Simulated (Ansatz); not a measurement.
`C[O][Ga]([OH])[OH]` + `OB(O)Cl` → `COB(O)Cl` + `[OH][Ga]([OH])[OH]`  (substitution at a C–O bond)

Computed with Ansatz on PBE0-D4/def2-TZVP structures; ΔE is electronic, products minus reactants. CCSD(T)/CBS adds triple-zeta CCSD(T) − MP2 to the extrapolated MP2 energy (def2 sets, frozen cores). This one scheme is used for every species. DFT in def2-TZVPP. For Ga outer-core shells are correlated without core-valence functions, which leaves a few kJ/mol of doubt a bond. Scalar relativity is left out up to krypton. One conformer a species, not always the lowest.

```
             level  ΔE (kcal/mol)
            PBE-D4           -1.8
   CCSD/def2-TZVPP           -2.0
CCSD(T)/def2-TZVPP           -2.1
     HF/def2-QZVPP           -1.7
```

(1) What does CCSD(T)/CBS give? (An estimate is asked.)

Largest T1 diagnostic among the species: 0.014.

Results:

(1) The calculation gave: -2.3 kcal/mol. The listed levels differ from it by 0.5, 0.3, 0.2, 0.6 kcal/mol.
